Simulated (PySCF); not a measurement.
Computed with PBE-D3(BJ)/def2-TZVP // PBE0-D4/def2-SVP run with PySCF. Gas-phase values, no solvent. One relaxed conformer stands for a flexible species; it need not be the lowest. Excitations are Tamm–Dancoff values on a coarser integration grid. The basis has no diffuse functions, so Rydberg states are missing or too high.

Reference species (SMILES): `[O](C)[Sn]([O]C)([O]C)[O]C` (neutral, multiplicity 1).

The HOMO is -6.34 eV and the LUMO is -2.65 eV. The S1 oscillator strength is 0.000 and the S1 excitation (TDA) is 3.80 eV.

Changed species: `C[CH2][Sn]([CH2]C)([CH2]C)[CH2]C` (4 of 4 OCH3 replaced by C2H5; the reference has 0 of 4 OCH3 replaced by C2H5).

What does the change do to the HOMO, LUMO, S1 oscillator strength and S1 excitation (TDA)?

the HOMO rises by 0.47 eV, to -5.87 eV; the LUMO rises by 2.44 eV, to -0.21 eV; the S1 oscillator strength increases by 0.018, to 0.018; the S1 excitation (TDA) goes up by 1.98 eV, to 5.78 eV.
